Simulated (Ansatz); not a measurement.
Question: Name a neutral molecule of Cl, F, O, Si and H with size of the dipole moment (B3LYP/def2-TZVPP) between 0.80 and 1.10 D and zero-point energy (PBE0-D4/def2-TZVP) between 115 and 131 kJ/mol (Ansatz, PBE0-D4/def2-TZVP geometry).

Answer: `O[SiH](Cl)[SiH2]F` (1.00 D, 119.0 kJ/mol). Other molecules can fit too; these were computed, each in one conformer that needn't be the lowest.

B3LYP here is the variant with VWN-RPA as its local correlation; programs differ in this.
